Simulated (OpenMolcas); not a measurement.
Ca⁺: CASPT2 settings compared

- Program: OpenMolcas 26.06
- Basis: ANO-RCC-VDZP [5s4p1d]
- Scalar Hamiltonian: X2C, point nucleus
- Active space: 1 electron in 8 orbitals (4s 4p 5s 5p)
- State averaging: 2S+1 = 2 even, 1 root; 2S+1 = 2 odd, 3 roots
- Spin-orbit coupling: RASSI with atomic mean-field integrals over the reference wave functions, term energies averaged over their components

Methods on the same reference wave functions:
A. CASSCF
B. SS-CASPT2, IPEA 0.35 Eh, real shift 0.5 Eh (closed shells correlated: 3s 3p)
C. SS-CASPT2, IPEA 0.75 Eh, sigma1 regulariser 0.05 Eh (closed shells correlated: 3s 3p)
D. SS-CASPT2, IPEA 0.4 Eh, imaginary shift 0.05 Eh (closed shells correlated: 3s 3p)

Energies in cm⁻¹ above 4s ²S_1/2, the measured ground level; measured values from NIST Handbook of Basic Atomic Spectroscopic Data.

| Level | A | B | C | D | Measured |
| --- | --- | --- | --- | --- | --- |
| 4s ²S_1/2 | 0.0 | 0.0 | 0.0 | 0.0 | 0.0 |
| 4p ²P°_1/2 | 23801 | 25621 | 25563 | 25654 | 25192 |
| 4p ²P°_3/2 | 23951 | 25770 | 25712 | 25803 | 25414 |

Deviations, from unrounded energies. A percentage is the sum of absolute deviations over the sum of measured energies, with the sign that they share, or ± where signs differ.

```json
{"Against measurement": "mean absolute deviation (cm-1)", "Levels": "2", "A": "1400", "B": "390", "C": "330", "D": "430"}
{"Against measurement": "other configurations (%)", "Levels": "2", "A": "-5.6", "B": "+1.6", "C": "+1.3", "D": "+1.7"}
```

C lies closest to measurement on these levels and A furthest from it. The largest miss of C in the table is 4p ²P°_1/2, by +370 cm-1. The ranking rests on the paired levels alone, and a cruder setting can come out closer through cancelling errors.

Among B to D the level of the table that moves most is 4p ²P°_1/2, by 91 cm-1 (lowest in C, highest in D).

The lowest spin-free term lies below A's lowest term by 0.165 hartree in B, 0.166 hartree in C, 0.167 hartree in D.

With one active electron outside closed inactive shells, the extra shells (5p 5s) add no correlation to the reference. ANO sets are built for ground and valence states and can reach diffuse excited orbitals poorly. With one active electron the reference holds no correlation, so core polarisation is missing (holds for A). With one active electron, CASPT2 adds the correlation within the correlated inactive shells and between them and that electron, and leaves the splitting within a term as the reference gives it (holds for B; C; D). Measured partners are found by configuration, term and J. A level has none where our copy of the source lacks it or the pairing is in doubt (some pairs that miss far off the trend of their configuration count as doubtful), and it then counts in no deviation. Levels of configurations outside the active space are missing.

° marks odd parity.
